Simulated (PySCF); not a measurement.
C9H6.
SMILES with atom numbers: `[CH:1]#[C:2][C:3]#[C:4]/[CH:5]=[CH:6]\[C:7]#[C:8][CH3:9]` (hydrogens: H10 on C1; H11 on C5; H12 on C6; H13, H14, H15 on C9)

The closed-shell ground state was solved at several levels (PySCF, density fitting, gas phase, non-relativistic). Geometry: PBE0-D3(BJ)/def2-SVP; no solvent, vibrations or thermal averaging.

```tsv
level	basis functions	total energy (Eh)	HOMO (eV)	LUMO (eV)	gap (eV)	dipole (D)
B3LYP/pcJ-1	303	-346.3898	-6.23	-2.14	4.09	1.41
wB97X-D/pcSseg-1	183	-346.1816	-8.11	-0.40	7.71	1.39
B3LYP/def2-SVPD	228	-346.1327	-6.23	-2.16	4.07	1.38
```

Question: What might PBE0/pcSseg-1 (183 basis functions) give for the same quantities?

Answer: Total energy -345.8931 Eh, HOMO -6.45 eV, LUMO -2.01 eV, gap 4.44 eV, dipole 1.45 D.

Question: Over all these levels, which gives the widest orbital gap and which the narrowest?

Answer: wB97X-D/pcSseg-1 (range-separated hybrid) has the widest, 7.71 eV, and B3LYP/def2-SVPD (global hybrid, 20 % exact exchange) the narrowest, 4.07 eV. Functional and basis both differ between the two, so the spread mixes both effects.

Question: How far do the dipole and the HOMO energy spread over the levels?

Answer: The dipole runs from 1.38 to 1.45 D (mean 1.41 D) and the HOMO from -8.11 to -6.23 eV.

The pairwise dispersion term of wB97X-D wasn't added to the energies; at a given geometry it leaves orbitals and properties as they are.
